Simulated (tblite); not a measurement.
Species: C₆H₆NS (doublet state).
SMILES with atom numbers: `[N:1]#[C:2][C@@H:3]1[C:4]=[CH:5][CH2:6][C@@H:7]1[SH:8]` (hydrogens: H9 on C3; H10 on C5; H11, H12 on C6; H13 on C7; H14 on S8)
Bond orders are those of one Lewis drawing.

Computed with GFN2-xTB (tblite), gas phase: L-BFGS steps from a force-field or distance-geometry start until the largest atomic force falls under 0.01 eV/Å.

Geometry at step 14:
```
atom  x, y, z in Å
N1      0.2478    2.1697    1.9424
C2     -0.0587    1.7406    0.9290
C3     -0.4644    1.1508   -0.3298
C4     -1.7064    0.3619   -0.0936
C5     -1.4976   -0.9007    0.1622
C6     -0.0051   -1.2023    0.1177
C7      0.4870   -0.0251   -0.7417
S8      2.2578    0.4120   -0.6535
H9     -0.5393    1.9140   -1.1074
H10    -2.2227   -1.6559    0.3819
H11     0.3886   -1.1615    1.1418
H12     0.2255   -2.1730   -0.3170
H13     0.3092   -0.2335   -1.8033
H14     2.5777   -0.3975    0.3490
```

Question: What forces act on the atoms?

Answer: 
```json
{"atom": "N1", "Fx (eV/Å)": "0.023", "Fy (eV/Å)": "-0.006", "Fz (eV/Å)": "0.029"}
{"atom": "C2", "Fx (eV/Å)": "-0.026", "Fy (eV/Å)": "0.041", "Fz (eV/Å)": "-0.195"}
{"atom": "C3", "Fx (eV/Å)": "0.052", "Fy (eV/Å)": "-0.024", "Fz (eV/Å)": "-0.004"}
{"atom": "C4", "Fx (eV/Å)": "0.017", "Fy (eV/Å)": "0.178", "Fz (eV/Å)": "0.000"}
{"atom": "C5", "Fx (eV/Å)": "-0.103", "Fy (eV/Å)": "-0.223", "Fz (eV/Å)": "0.078"}
{"atom": "C6", "Fx (eV/Å)": "0.094", "Fy (eV/Å)": "0.083", "Fz (eV/Å)": "-0.130"}
{"atom": "C7", "Fx (eV/Å)": "0.080", "Fy (eV/Å)": "0.098", "Fz (eV/Å)": "0.012"}
{"atom": "S8", "Fx (eV/Å)": "-0.058", "Fy (eV/Å)": "-0.133", "Fz (eV/Å)": "0.024"}
{"atom": "H9", "Fx (eV/Å)": "0.024", "Fy (eV/Å)": "0.023", "Fz (eV/Å)": "0.060"}
{"atom": "H10", "Fx (eV/Å)": "-0.069", "Fy (eV/Å)": "-0.096", "Fz (eV/Å)": "0.054"}
{"atom": "H11", "Fx (eV/Å)": "0.048", "Fy (eV/Å)": "0.034", "Fz (eV/Å)": "-0.145"}
{"atom": "H12", "Fx (eV/Å)": "0.018", "Fy (eV/Å)": "-0.016", "Fz (eV/Å)": "-0.042"}
{"atom": "H13", "Fx (eV/Å)": "-0.077", "Fy (eV/Å)": "-0.008", "Fz (eV/Å)": "0.138"}
{"atom": "H14", "Fx (eV/Å)": "-0.021", "Fy (eV/Å)": "0.048", "Fz (eV/Å)": "0.122"}
```

The largest, 0.26 eV/Å, acts on C5; the rms over all components is 0.085 eV/Å. The forces sum to zero within rounding, as they must for an isolated molecule in no field.

Question: Give the force on C5 in Eh/bohr and in nN.

Answer: 0.258 eV/Å ÷ 51.422 = 0.00501 Eh/bohr, and 0.258 eV/Å × 1.602 = 0.41 nN.

Question: How far is this geometry from the end of the optimisation?

Answer: 0.140 eV above it, and 0.306 Å rms away after alignment. The bonds farthest from their final lengths, with half the difference of the two atoms' forces along the bond (positive lengthens):

| bond | now (Å) | final (Å) | force along bond (eV/Å) |
| --- | --- | --- | --- |
| C7–S8 | 1.826 | 1.811 | -0.09 |
| S8–H14 | 1.328 | 1.333 | -0.01 |
| C2–C3 | 1.448 | 1.444 | -0.08 |
| C7–H13 | 1.096 | 1.092 | -0.04 |
| C6–H11 | 1.098 | 1.094 | -0.02 |
| C5–H10 | 1.070 | 1.073 | -0.06 |

The angle farthest from its final value is C6–C7–S8, 117.8° against 114.5°.

The cost below is that of the whole relaxation. On one thread, Arm Neoverse V2 (aarch64), shared host, this took 0.27 s wall.
